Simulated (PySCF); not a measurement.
Species: C₅H₉ClSi₂.
Geometry (PBE0-D3(BJ)/def2-SVP, Å), atoms numbered from 1 in this order:
```
atom  x, y, z in Å
C1     3.3637   -0.2405   -0.8673
C2     2.4311   -0.3398   -0.0909
Si3    0.9843   -0.4261    1.0263
Cl4    1.5784   -1.2992    2.8169
C5    -0.4343   -1.3812    0.2176
C6    -1.3079   -0.3681   -0.5373
C7    -1.7490    0.7992    0.3619
Si8   -0.2134    1.5787    1.1845
H9     4.1903   -0.1539   -1.5503
H10   -1.0141   -1.8634    1.0241
H11   -0.0633   -2.1811   -0.4414
H12   -2.1905   -0.8728   -0.9657
H13   -0.7423    0.0279   -1.4003
H14   -2.3352    1.5416   -0.2020
H15   -2.4048    0.4226    1.1666
H16   -0.4707    2.0848    2.5655
H17    0.3762    2.6723    0.3522
```

The closed-shell ground state was solved at several levels (PySCF, density fitting, gas phase, non-relativistic).

```tsv
level	basis functions	total energy (Eh)	HOMO (eV)	LUMO (eV)	gap (eV)	dipole (D)
PBE0/pcSseg-1	202	-1234.4408	-7.37	-0.87	6.50	2.48
B97-2/pcSseg-1	202	-1235.0638	-7.15	-0.87	6.28	2.47
```

Question: Estimate the row for CAM-B3LYP/def2-SVPD, a basis of 247 functions; the other rows only guide the guess.

Answer: Total energy -1234.5884 Eh, HOMO -8.57 eV, LUMO 0.19 eV, gap 8.76 eV, dipole 2.39 D.

Question: Over all these levels, which gives the widest orbital gap and which the narrowest?

Answer: CAM-B3LYP/def2-SVPD (range-separated hybrid) has the widest, 8.76 eV, and B97-2/pcSseg-1 (global hybrid, 21 % exact exchange) the narrowest, 6.28 eV. Functional and basis both differ between the two, so the spread mixes both effects.

Question: How far do the dipole and the HOMO energy spread over the levels?

Answer: The dipole runs from 2.39 to 2.48 D (mean 2.45 D) and the HOMO from -8.57 to -7.15 eV.

One conformer stands for the species.
